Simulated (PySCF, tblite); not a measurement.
Compound: C6H9BF2O.
SMILES with atom numbers: `[F:1][BH:2][CH2:3][C@@H:4]1[CH:5]=[CH:6][C@@H:7]([CH2:8][F:9])[O:10]1` (hydrogens: H11 on B2; H12, H13 on C3; H14 on C4; H15 on C5; H16 on C6; H17 on C7; H18, H19 on C8)

Jobs on this species (19 atoms, 76 electrons) with PySCF (density fitting) and tblite. Hardware of each: one thread of an Arm Neoverse N1, on a shared host. Other jobs ran on the host; a repeat could differ by tens of per cent or more.

| level and settings | work | basis functions | SCF cycles | wall time |
| --- | --- | --- | --- | --- |
| GFN2-xTB | L-BFGS relaxation | – | – | ? |
| PBE0/pcSseg-1 | shieldings, ring-centre shieldings, charges and field gradients, density and orbital grids written | 215 | 14 | 92 s |
| GFN2-xTB | Hessian by finite differences | – | – | 1.2 s |

Question: Fill in the missing figures.

Answer: 
- GFN2-xTB; L-BFGS relaxation: 1.5 s

Question: What do all jobs in the table cost together?

Answer: About 95 s; the longest takes about 97 % of that, and about 77 times as long as the shortest.
